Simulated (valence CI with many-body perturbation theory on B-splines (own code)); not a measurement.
**E1 line list for Si I**

Calculated by valence CI with perturbative core correlation (CI+MBPT): four valence electrons over a frozen Dirac-Fock core [Ne], a basis of 11 s, 11 p, 9 d, 7 f, 5 g, 2 h, 1 i functions for each j, with the one-electron correlation potential Σ1 (screened to all orders), the two-electron term Σ2, the three-electron term Σ3, Breit, model QED; selected single and double excitations, second order for the rest, scaled by the run's own slope (own B-spline code, finite nucleus).

Set against measurement, 48 paired levels are off by 36 cm⁻¹ on average, the worst by 119. These come from a selection out of the NIST Handbook of Basic Atomic Spectroscopic Data. Levels without a partner in it may be off by more. Among the levels kept, up to 810 cm⁻¹ of a level comes from second order outside the variational space, and about a tenth of that is noise between levels of different J, which matters for small intervals.

Lines 101 to 150 of 248 in falling wavelength, among levels below 7.518 eV, chosen from the strongest by gf and those to the six lowest levels. Wavelengths and rates use the calculated energies, so an error of 40 cm⁻¹ moves a line at 12120 Å by 0.48 % and its rate by three times that or more. Electric multipoles are in the length gauge, E1 and E2 with the static RPA response of the core. Weak lines are less certain than strong ones. Lines between different terms over intervals too small for the method are left out, as are lines whose strength nearly cancels. Where a level lies close to another of its J and parity, the split of strength between their lines is uncertain. The highest levels of a list are the least certain.

Names give the largest LS component (configuration and term), which can be under half, so a name can repeat, a term be missing and a line seem to break the LS rules; names also repeat where a configuration has a term twice. Letters in brackets count levels of one name in rising energy.

| λ vac (Å) | λ from measured levels | Upper | Lower | A (s⁻¹) | S (a.u.) with core polarisation | S without |
| --- | --- | --- | --- | --- | --- | --- |
| 12120 | 12110 | 3s2 3p 4p 3D_1 | 3s2 3p 4s 3P°_1 | 5.63e+06 | 1.48e+01 | 1.48e+01 |
| 12050 |  | 3s2 3p 4f 3F_3 | 3s2 3p 3d 3P°_2 | 2.34e+06 | 1.41e+01 | 1.41e+01 |
| 12040 | 12030 | 3s2 3p 4p 3D_3 | 3s2 3p 4s 3P°_2 | 1.68e+07 | 1.01e+02 | 1.01e+02 |
| 12000 | 11990 | 3s2 3p 4p 3D_1 | 3s2 3p 4s 3P°_0 | 1.02e+07 | 2.62e+01 | 2.62e+01 |
| 11990 | 11990 | 3s2 3p 4p 3D_2 | 3s2 3p 4s 3P°_1 | 1.38e+07 | 5.85e+01 | 5.86e+01 |
| 11650 |  | 3s2 3p 4f 1D_2 | 3s2 3p 3d 3P°_1 | 2.60e+06 | 1.01e+01 | 1.01e+01 |
| 11580 |  | 3s2 3p 4f 3D_3 | 3s2 3p 3d 3P°_2 | 8.23e+06 | 4.42e+01 | 4.42e+01 |
| 11560 |  | 3s2 3p 4f 3D_1 | 3s2 3p 3d 3P°_0 | 5.89e+06 | 1.35e+01 | 1.35e+01 |
| 11550 |  | 3s2 3p 4f 3D_2 | 3s2 3p 3d 3P°_1 | 4.54e+06 | 1.72e+01 | 1.72e+01 |
| 11520 |  | 3s2 3p 4f 3D_1 | 3s2 3p 3d 3P°_1 | 4.45e+06 | 1.01e+01 | 1.01e+01 |
| 11470 | 11490 | 3s2 3p 4d 1F°_3 | 3s2 3p 4p 1D_2 | 2.76e+06 | 1.44e+01 | 1.44e+01 |
| 11300 |  | 3s2 3p 4f 3F_4 [a] | 3s2 3p 3d 3F°_3 | 5.72e+06 | 3.67e+01 | 3.67e+01 |
| 11190 |  | 3s2 3p 4f 3G_3 [a] | 3s2 3p 3d 3F°_2 | 8.39e+06 | 4.06e+01 | 4.06e+01 |
| 11130 |  | 3s2 3p 4f 3F_4 [b] | 3s2 3p 3d 3F°_4 | 2.22e+06 | 1.36e+01 | 1.36e+01 |
| 11030 |  | 3s2 3p 4f 3G_5 | 3s2 3p 3d 3F°_4 | 1.66e+07 | 1.21e+02 | 1.21e+02 |
| 10990 |  | 3s2 3p 4f 3F_4 [b] | 3s2 3p 3d 3F°_3 | 3.82e+06 | 2.25e+01 | 2.25e+01 |
| 10990 |  | 3s2 3p 4f 3G_3 [b] | 3s2 3p 3d 3F°_3 | 1.92e+06 | 8.80e+00 | 8.80e+00 |
| 10890 |  | 3s2 3p 4f 3G_3 [b] | 3s2 3p 3d 3F°_2 | 7.12e+06 | 3.18e+01 | 3.18e+01 |
| 10880 |  | 3s2 3p 4f 1G_4 | 3s2 3p 3d 3F°_3 | 6.27e+06 | 3.59e+01 | 3.59e+01 |
| 10880 | 10870 | 3s2 3p 4p 1D_2 | 3s2 3p 4s 1P°_1 | 2.22e+07 | 7.07e+01 | 7.07e+01 |
| 10840 | 10830 | 3s2 3p 4p 3P_2 | 3s2 3p 4s 3P°_2 | 1.92e+07 | 6.02e+01 | 6.02e+01 |
| 10820 | 10790 | 3s2 3p 4p 3P_0 | 3s2 3p 4s 3P°_1 | 2.37e+07 | 1.48e+01 | 1.48e+01 |
| 10810 | 10850 | 3s2 3p 4d 1D°_2 | 3s2 3p 4p 1P_1 | 1.06e+07 | 3.29e+01 | 3.29e+01 |
| 10770 | 10750 | 3s2 3p 4p 3P_1 | 3s2 3p 4s 3P°_1 | 1.05e+07 | 1.94e+01 | 1.94e+01 |
| 10700 | 10730 | 3s2 3p 4d 3F°_4 | 3s2 3p 4p 3D_3 | 1.31e+07 | 7.15e+01 | 7.15e+01 |
| 10680 | 10700 | 3s2 3p 4d 3F°_3 | 3s2 3p 4p 3D_2 | 1.18e+07 | 4.95e+01 | 4.95e+01 |
| 10680 | 10660 | 3s2 3p 4p 3P_1 | 3s2 3p 4s 3P°_0 | 8.89e+06 | 1.60e+01 | 1.60e+01 |
| 10660 | 10690 | 3s2 3p 4d 3F°_2 | 3s2 3p 4p 3D_1 | 1.13e+07 | 3.38e+01 | 3.38e+01 |
| 10620 | 10610 | 3s2 3p 4p 3P_2 | 3s2 3p 4s 3P°_1 | 4.82e+06 | 1.42e+01 | 1.42e+01 |
| 10600 | 10630 | 3s2 3p 4d 3P°_2 | 3s2 3p 4p 1P_1 | 5.45e+06 | 1.60e+01 | 1.60e+01 |
| 10600 | 10590 | 3s2 3p 4p 3S_1 | 3s2 3p 4s 3P°_2 | 1.81e+07 | 3.19e+01 | 3.19e+01 |
| 9426 | 9416 | 3s2 3p 4p 1S_0 | 3s2 3p 4s 1P°_1 | 2.23e+07 | 9.20e+00 | 9.21e+00 |
| 8738 |  | 3s2 3p 4f 3F_3 | 3s2 3p 3d 1D°_2 | 5.39e+06 | 1.24e+01 | 1.24e+01 |
| 8728 |  | 3s2 3p 4f 3G_3 [a] | 3s2 3p 3d 1D°_2 | 4.18e+06 | 9.61e+00 | 9.61e+00 |
| 8542 |  | 3s2 3p 4f 3G_3 [b] | 3s2 3p 3d 1D°_2 | 3.86e+06 | 8.30e+00 | 8.30e+00 |
| 7381 |  | 3s2 3p 4f 3F_4 [a] | 3s 3p3 3D°_3 | 3.58e+06 | 6.39e+00 | 6.39e+00 |
| 4112 | 4104 | 3s2 3p 4s 3P°_1 | 3s2 3p2 1S_0 | 1.00e+05 | 1.03e-02 | 1.02e-02 |
| 3913 | 3907 | 3s2 3p 4s 1P°_1 | 3s2 3p2 1S_0 | 1.40e+07 | 1.24e+00 | 1.23e+00 |
| 2989 | 2989 | 3s2 3p 4s 3P°_1 | 3s2 3p2 1D_2 | 2.06e+06 | 8.15e-02 | 8.09e-02 |
| 2883 | 2882 | 3s2 3p 4s 1P°_1 | 3s2 3p2 1D_2 | 2.31e+08 | 8.19e+00 | 8.13e+00 |
| 2635 |  | 3s2 3p 3d 1P°_1 | 3s2 3p2 1S_0 | 1.08e+08 | 2.93e+00 | 2.93e+00 |
| 2582 |  | 3s2 3p 3d 3D°_1 | 3s2 3p2 1S_0 | 9.08e+05 | 2.31e-02 | 2.33e-02 |
| 2574 | 2569 | 3s2 3p 5s 3P°_1 | 3s2 3p2 1S_0 | 3.24e+06 | 8.18e-02 | 8.17e-02 |
| 2538 | 2533 | 3s2 3p 5s 1P°_1 | 3s2 3p2 1S_0 | 2.36e+07 | 5.71e-01 | 5.69e-01 |
| 2528 | 2529 | 3s2 3p 4s 3P°_1 | 3s2 3p2 3P_2 | 9.11e+07 | 2.18e+00 | 2.16e+00 |
| 2523 | 2525 | 3s2 3p 4s 3P°_0 | 3s2 3p2 3P_1 | 2.20e+08 | 1.75e+00 | 1.73e+00 |
| 2518 | 2520 | 3s2 3p 4s 3P°_1 | 3s2 3p2 3P_1 | 5.46e+07 | 1.29e+00 | 1.28e+00 |
| 2515 | 2517 | 3s2 3p 4s 3P°_2 | 3s2 3p2 3P_2 | 1.66e+08 | 6.52e+00 | 6.47e+00 |
| 2513 | 2515 | 3s2 3p 4s 3P°_1 | 3s2 3p2 3P_0 | 7.34e+07 | 1.72e+00 | 1.71e+00 |
| 2506 | 2508 | 3s2 3p 4s 3P°_2 | 3s2 3p2 3P_1 | 5.58e+07 | 2.17e+00 | 2.15e+00 |
